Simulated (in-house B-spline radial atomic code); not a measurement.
RPA and G0W0 on LC-wPBE: Cd II (Cd+)

Configuration [Kr] 4d10 5s1, highest spin, mean-field start LC-wPBE. Computed with a B-spline radial code for spherical atoms: all electrons, non-relativistic, point nucleus, each spin shell either full or empty, empty states to l = 9 with an (l + 1/2)⁻⁴ tail; G0W0 by contour deformation at full frequency.

Without relativity these are model numbers: it shifts the levels of so heavy an element strongly and can reorder them.

Command:
```bash
python run_gw.py task.json out
```
Settings (radii: box in bohr, nucleus in fm):
```
Z                        48
electrons                47
configuration            [Kr] 4d10 5s1
hamiltonian              nr
method                   lc_wpbe
lmax                     9
spin_polarised           True
box_radius               23.78
intervals                55
ion_configuration        [Kr] 4d10
```

Cost of the run: 11 s on 1 thread of Arm Neoverse N1, on a shared host.

Energies (hartree):

| term | value |
| --- | --- |
| mean-field total | -5466.67010 |
| Hartree-Fock functional on these orbitals | -5464.85102 |
| direct second order | -3.9807 |
| second-order exchange | 1.1016 |
| SOSEX correction | 1.0258 |

What is the RPA correlation energy, and what remains with SOSEX?

RPA gives -3.5038 hartree (-2.03 eV per electron); RPA + SOSEX gives -2.478, and the second-order doubles -2.8791 hartree (no singles). SOSEX takes back 29 % of the RPA value.

Quasi-particle levels (eV):

```tsv
level	occupied	mean field	Σx - vxc	Σc	QP weight	G0W0
5s up	yes	-15.716	0.65	?	?	?
4d down	yes	-25.962	-2.99	0.58	0.919	-28.367
4d up	yes	-26.148	-2.98	0.59	0.917	-28.533
5s down	no	-7.966	1.46	-1.81	0.959	-8.319
```

G0W0 = mean field + (Σx - vxc) + Σc, with Σc (partial-wave tail included) taken at the quasi-particle energy. Only the outer levels were computed. Levels of low weight are left out.

Where does G0W0 put 5s up?

At -16.508 eV, with Σc = -1.44 eV and a quasi-particle weight of 0.965. The tabulated removal energy is 16.908 eV (NIST, measured); the calculation leaves out relativity, Breit and QED terms, and what these don't explain is the method's own error.

What does it cost to remove one electron (to [Kr] 4d10) by differences of total energies, each species on its own start (correlation terms add to the Hartree-Fock functional)?

LC-wPBE 15.912 eV, Hartree-Fock functional 14.748 eV, + RPA 16.249 eV, + RPA + SOSEX 15.769 eV, + second order 16.480 eV. Tabulated: 16.908 eV (NIST, measured); the calculation leaves out relativity, Breit and QED terms, and what these don't explain is the method's own error.
